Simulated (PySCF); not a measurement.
A geometry optimisation on `[SiH3]S[C@@H]1CC[Se]1`.

Method: PBE0-D3(BJ)/def2-SVP geometry optimisation, gas phase (PySCF 2.14.0). Start geometry: GFN2-xTB. A driver script takes a list of jobs; this job's settings line and coordinates (Å) are shown.

Command:
```bash
OMP_NUM_THREADS=1 python probes_run.py task.json out
```

Input:
```
{"job": {"xc": "PBE0", "basis": "def2-SVP", "d3": "d3bj", "grid": 1, "kind": "geom"}, "charge": 0, "multiplicity": 1}
Si     2.461126     0.256978     0.128169
S      1.334868    -0.795077     1.634051
C     -0.361692    -0.277575     1.351802
C     -1.050070    -0.745400     0.073701
C     -1.913619     0.487088    -0.188297
Se    -0.812909     1.657845     0.975357
H      1.891995    -0.042691    -1.182520
H      2.385804     1.677692     0.436185
H      3.775584    -0.331029     0.307247
H     -0.910637    -0.561757     2.250690
H     -1.606008    -1.676422     0.193331
H     -0.320588    -0.884113    -0.724075
H     -1.955830     0.825731    -1.221363
H     -2.918700     0.408257     0.223577
```

Question: What does the run print?

Answer: 
```
step   0  E = -3207.09151317  max force = 0.018847
step   1  E = -3207.09534380  max force = 0.004142
step   2  E = -3207.09553712  max force = 0.001702
step   3  E = -3207.09556526  max force = 0.000595
step   4  E = -3207.09557429  max force = 0.000294
optimisation converged
```

Energies in Eh; «max force» is the largest Cartesian gradient component in Eh/bohr.

Question: Give the first gradient maximum in eV/Å.

Answer: With 1 Eh/bohr = 51.422 eV/Å, 0.969 eV/Å.

Question: How much energy does the optimisation release, in kcal/mol?

Answer: E(step 0) − E(last step) = 0.004061 Eh, which is 2.5 kcal/mol.

In short: final energy -3207.09557 Eh after 4 steps; dipole 2.06 D.

Question: Where do the atoms end?

Answer: 0.083 Å rms from the input after alignment:
```
atom  x, y, z in Å
Si1    2.4177    0.3473    0.2097
S2     1.3215   -0.6971    1.7413
C3    -0.3851   -0.2387    1.3664
C4    -1.0420   -0.8103    0.1041
C5    -1.9221    0.3845   -0.2763
Se6   -0.8260    1.6187    0.8075
H7     1.8695    0.0918   -1.1555
H8     2.5034    1.8143    0.4564
H9     3.7786   -0.2560    0.3199
H10   -0.9511   -0.4721    2.2798
H11   -1.5689   -1.7656    0.2606
H12   -0.2737   -0.9723   -0.6660
H13   -1.9631    0.6364   -1.3440
H14   -2.9409    0.3347    0.1325
```

Time: 59 s. Hardware: Arm Neoverse V2, one thread, shared host.
Labels such as C1 count atoms from 1, the log's own numbers from 0.
